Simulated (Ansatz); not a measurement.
Ideal-gas functions of CH5O2Si (`[CH2][SiH](O)O`) radical at 500 K and 1 bar, from an Ansatz frequency run at PBE0-D4/def2-TZVP.

Molar mass 77.13 g/mol, point group C1 (symmetry number 1), electronic degeneracy 2, moments of inertia 75.095, 79.17, 133.784 u Å². Harmonic wavenumbers (cm⁻¹, unscaled): 126, 222, 259, 271, 330, 375, 596, 690, 742, 786, 807, 847, 904, 924, 958, 1390, 2232, 3147, 3244, 3913, 3925.

Use S(trans) = R[1.5 ln M + 2.5 ln T − 1.1517]; rotational temperatures θ = 24.2544 K / I; S(rot) = R[ln(√π/σ · √(T³/θAθBθC)) + 1.5]; for each mode x = 1.438777 ν̃/T, S = R[x/(eˣ − 1) − ln(1 − e⁻ˣ)] and H = RT x/(eˣ − 1); 1 cm⁻¹ = 0.0119627 kJ/mol; R = 8.31446 J/(mol·K).

Question: By hand: the entropy, in J/(mol·K).

Answer: Translation 173.8. Rotation: θ = 0.323, 0.3064, 0.1813 K, giving 111.5. Vibration, mode by mode: 16.80, 12.18, 10.95, 10.59, 9.05, 8.07, 4.78, 3.86, 3.43, 3.10, 2.96, 2.70, 2.37, 2.27, 2.10, 0.77, 0.10, 0.01, 0.01, 0.00, 0.00, in all 96.1. Electronic 5.8. Sum 387.2 J/(mol·K).

Question: By hand: H − E and G − E in kJ/mol, counted from the electronic energy.

Answer: Zero-point energy ½ × 26688 × 0.0119627 = 159.6; thermal vibration 26.8; translation, rotation and pV give 4 RT = 16.6. H − E = 203.0 kJ/mol, and G − E = 203.0 − 500 × 387.2/1000 = 9.4 kJ/mol.

Vibration gives 25 % of the entropy, 16.8 J/(mol·K) of it from the mode under 150 cm⁻¹: soft modes count most, and the harmonic formula is weakest for them. The sum counts one conformer and one mirror image; others add a mixing term.
